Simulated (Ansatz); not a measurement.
Total energies of `FC(F)(F)c1cnc(-c2cnc(-c3cnc(C(F)(F)F)s3)s2)s1` from Ansatz at PBE0-D4/def2-TZVP, gas phase (1 Eh = 27.2114 eV = 2625.5 kJ/mol). The reference geometry is relaxed at r2SCAN-D4/def2-SVP.

```xyz
26

F    -4.706   -0.772   -5.253
C    -4.326    0.370   -4.662
F    -3.842    1.187   -5.613
F    -5.424    0.963   -4.163
C    -3.315    0.089   -3.601
C    -2.798   -1.133   -3.233
N    -1.884   -1.109   -2.231
C    -1.675    0.116   -1.806
C    -0.759    0.462   -0.751
C    -0.439    1.700   -0.206
N     0.473    1.698    0.788
C     0.889    0.475    1.049
C     1.868    0.186    2.070
C     2.496    1.110    2.897
N     3.384    0.597    3.784
C     3.464   -0.697    3.667
C     4.360   -1.571    4.506
F     5.056   -0.849    5.374
F     3.640   -2.481    5.184
F     5.220   -2.255    3.730
S     2.443   -1.408    2.444
S     0.161   -0.772    0.053
S    -2.618    1.346   -2.641
H    -3.085   -2.079   -3.698
H    -0.880    2.645   -0.538
H     2.298    2.182    2.850
```

| state | geometry | energy (Eh) |
| --- | --- | --- |
| charge 0 singlet | reference | -2377.79589 |
| charge 1 doublet | reference | -2377.49470 |
| charge -1 doublet | reference | -2377.86459 |
| free F atom (doublet) | – | -99.67617 |
| free C atom (triplet) | – | -37.80537 |
| free N atom (quartet) | – | -54.54382 |
| free S atom (triplet) | – | -397.97371 |
| free H atom (doublet) | – | -0.50104 |

Single mean-field runs in def2-TZVP are fitted with def2-universal-jkfit.

Q: Work out the vertical ionisation energy to the doublet.

A: E(charge 1 doublet) − E(charge 0 singlet) = -2377.49470 − (-2377.79589) = 0.30119 Eh = 8.20 eV. For comparison, −ε of the highest occupied level is 6.87 eV at this level, 1.33 eV less.

Q: Work out the vertical electron affinity, to the doublet.

A: E(charge 0 singlet) − E(charge -1 doublet) = -2377.79589 − (-2377.86459) = 0.06870 Eh = 1.87 eV. The basis lacks diffuse functions, which makes affinities too small.

Q: Give the fundamental gap IE − EA, the Mulliken electronegativity (IE + EA)/2 and the hardness (IE − EA)/2.

A: From the values in Eh: IE − EA = 0.30119 − 0.06870 = 0.23249 Eh = 6.33 eV; (IE + EA)/2 = 5.03 eV; (IE − EA)/2 = 3.16 eV. The HOMO–LUMO gap of the same run is 3.75 eV, 2.58 eV smaller than the fundamental gap.

Q: What is the binding energy per atom against free atoms?

A: Atoms: 6 × (-99.67617) + 11 × (-37.80537) + 3 × (-54.54382) + 3 × (-397.97371) + 3 × (-0.50104) = -2372.97180 Eh. Binding: -2372.97180 − (-2377.79589) = 4.82409 Eh = 131.27 eV, or 5.05 eV for each of 26 atoms (no zero-point energy, no counterpoise term).
